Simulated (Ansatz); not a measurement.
Born–Oppenheimer molecular dynamics of ClF₂H₃W (7 atoms, charge 0, multiplicity 1). It starts from a relaxed structure.

Method: RKS PBE0/def2-SVP (Ansatz).

```json
{"ensemble": "NVT, Langevin thermostat", "time step": "1 fs", "steps asked": "100", "set temperature": "500 K", "friction": "0.001 /fs", "temperature schedule": "25 steps to 500 K, then 75 steps to 125 K", "seed": "638092"}
```

Frames 1 fs apart, positions in Å, forces in eV/Å.

Velocities at 30 fs (Å/ps):

```
W 0.09 -0.25 0.89
Cl 3.04 0.30 0.63
H -29.33 -9.86 -9.84
F -0.59 -2.23 -4.33
H -45.11 8.95 4.44
F -1.49 4.19 -1.12
H 26.65 7.58 -14.10
```

```xyz
7
Properties=species:S:1:pos:R:3:forces:R:3 time_fs=30 energy_less_start_eV=0.141 T=318
W 0.005 0.000 0.361 0.12 0.16 1.19
Cl 0.074 0.004 2.733 -0.10 0.04 -0.77
H 0.912 0.001 -1.126 0.06 -0.16 -0.07
F -0.027 1.785 0.034 0.16 0.78 0.18
H -1.547 -0.041 -0.188 -0.12 0.14 -0.34
F -0.086 -1.791 0.125 0.34 -0.98 0.08
H -0.036 -0.033 -1.400 -0.46 0.02 -0.26
7
Properties=species:S:1:pos:R:3:forces:R:3 time_fs=31 energy_less_start_eV=0.171 T=283
W 0.005 0.000 0.362 -0.72 0.25 1.24
Cl 0.077 0.004 2.733 -0.10 0.05 -0.81
H 0.884 -0.010 -1.136 0.42 -0.12 -0.21
F -0.028 1.783 0.029 0.22 0.83 0.17
H -1.593 -0.031 -0.186 0.55 0.12 -0.12
F -0.087 -1.787 0.124 0.34 -1.11 0.04
H -0.011 -0.025 -1.415 -0.72 -0.02 -0.30
7
Properties=species:S:1:pos:R:3:forces:R:3 time_fs=32 energy_less_start_eV=0.227 T=224
W 0.005 0.000 0.363 -1.35 0.34 1.21
Cl 0.080 0.004 2.734 -0.09 0.05 -0.86
H 0.860 -0.021 -1.148 0.76 -0.08 -0.28
F -0.028 1.782 0.025 0.26 0.85 0.16
H -1.633 -0.021 -0.186 1.06 0.10 0.04
F -0.088 -1.784 0.123 0.33 -1.21 0.01
H 0.007 -0.018 -1.434 -0.96 -0.05 -0.29
7
Properties=species:S:1:pos:R:3:forces:R:3 time_fs=33 energy_less_start_eV=0.279 T=180
W 0.005 -0.001 0.365 -1.74 0.45 1.07
Cl 0.084 0.005 2.734 -0.08 0.05 -0.89
H 0.844 -0.034 -1.162 0.91 -0.04 -0.28
F -0.029 1.781 0.020 0.30 0.85 0.16
H -1.663 -0.010 -0.185 1.38 0.06 0.15
F -0.088 -1.782 0.122 0.31 -1.29 -0.01
H 0.015 -0.011 -1.455 -1.08 -0.07 -0.20
7
Properties=species:S:1:pos:R:3:forces:R:3 time_fs=34 energy_less_start_eV=0.306 T=153
W 0.005 -0.001 0.366 -1.91 0.55 0.81
Cl 0.087 0.005 2.733 -0.08 0.05 -0.91
H 0.836 -0.048 -1.179 0.82 -0.01 -0.24
F -0.029 1.780 0.015 0.33 0.83 0.17
H -1.681 0.001 -0.184 1.55 0.02 0.22
F -0.089 -1.780 0.121 0.28 -1.36 -0.02
H 0.013 -0.004 -1.479 -1.00 -0.10 -0.02
7
Properties=species:S:1:pos:R:3:forces:R:3 time_fs=35 energy_less_start_eV=0.303 T=153
W 0.005 -0.001 0.367 -1.89 0.64 0.47
Cl 0.091 0.005 2.733 -0.07 0.06 -0.92
H 0.835 -0.061 -1.197 0.50 0.05 -0.20
F -0.030 1.780 0.012 0.36 0.80 0.19
H -1.684 0.011 -0.180 1.57 -0.01 0.24
F -0.089 -1.779 0.120 0.26 -1.40 -0.02
H 0.002 0.002 -1.504 -0.72 -0.14 0.25
7
Properties=species:S:1:pos:R:3:forces:R:3 time_fs=36 energy_less_start_eV=0.282 T=181
W 0.005 -0.002 0.369 -1.70 0.73 0.10
Cl 0.094 0.005 2.732 -0.07 0.06 -0.93
H 0.839 -0.074 -1.217 0.08 0.12 -0.13
F -0.030 1.780 0.008 0.37 0.75 0.21
H -1.673 0.022 -0.174 1.44 -0.05 0.22
F -0.090 -1.778 0.120 0.22 -1.42 -0.01
H -0.017 0.005 -1.527 -0.36 -0.18 0.54
7
Properties=species:S:1:pos:R:3:forces:R:3 time_fs=37 energy_less_start_eV=0.257 T=207
W 0.005 -0.002 0.370 -1.34 0.80 -0.21
Cl 0.098 0.005 2.731 -0.07 0.06 -0.92
H 0.843 -0.087 -1.238 -0.32 0.19 -0.04
F -0.030 1.780 0.004 0.38 0.67 0.24
H -1.648 0.031 -0.167 1.16 -0.08 0.15
F -0.090 -1.778 0.119 0.19 -1.41 0.01
H -0.041 0.006 -1.544 -0.02 -0.23 0.77
7
Properties=species:S:1:pos:R:3:forces:R:3 time_fs=38 energy_less_start_eV=0.236 T=236
W 0.005 -0.003 0.372 -0.80 0.85 -0.41
Cl 0.102 0.006 2.730 -0.07 0.06 -0.90
H 0.844 -0.097 -1.259 -0.63 0.24 0.08
F -0.030 1.782 0.000 0.39 0.58 0.27
H -1.613 0.041 -0.158 0.70 -0.10 0.03
F -0.089 -1.779 0.119 0.16 -1.38 0.02
H -0.066 0.004 -1.554 0.24 -0.26 0.91
7
Properties=species:S:1:pos:R:3:forces:R:3 time_fs=39 energy_less_start_eV=0.229 T=236
W 0.004 -0.003 0.373 -0.09 0.88 -0.46
Cl 0.105 0.006 2.729 -0.07 0.06 -0.87
H 0.839 -0.105 -1.279 -0.82 0.27 0.20
F -0.030 1.783 -0.004 0.39 0.50 0.29
H -1.572 0.049 -0.148 0.06 -0.11 -0.15
F -0.089 -1.781 0.119 0.13 -1.33 0.04
H -0.090 0.000 -1.556 0.40 -0.27 0.95
7
Properties=species:S:1:pos:R:3:forces:R:3 time_fs=40 energy_less_start_eV=0.237 T=220
W 0.004 -0.003 0.374 0.69 0.88 -0.36
Cl 0.109 0.007 2.727 -0.08 0.06 -0.83
H 0.827 -0.110 -1.298 -0.89 0.28 0.29
F -0.030 1.785 -0.007 0.39 0.40 0.31
H -1.531 0.056 -0.141 -0.68 -0.12 -0.36
F -0.089 -1.783 0.118 0.11 -1.25 0.05
H -0.110 -0.008 -1.548 0.46 -0.25 0.90
7
Properties=species:S:1:pos:R:3:forces:R:3 time_fs=41 energy_less_start_eV=0.249 T=217
W 0.004 -0.004 0.376 1.39 0.87 -0.14
Cl 0.112 0.007 2.725 -0.08 0.06 -0.78
H 0.806 -0.112 -1.314 -0.81 0.26 0.36
F -0.030 1.787 -0.011 0.38 0.29 0.32
H -1.496 0.062 -0.137 -1.38 -0.12 -0.57
F -0.088 -1.785 0.118 0.09 -1.15 0.07
H -0.124 -0.020 -1.533 0.40 -0.21 0.76
```

Of the whole run (100 fs, mean temperature of the second half 333 K): The schedule's set-point averaged 250 K over the second half and the system 333 K, so it lags behind the ramp. A run of 0.1 ps of so small a system gives no equilibrium averages.

Time of the run: 9.2 min on 1 thread of Arm Neoverse V1 (shared host), peak memory 0.19 GiB.
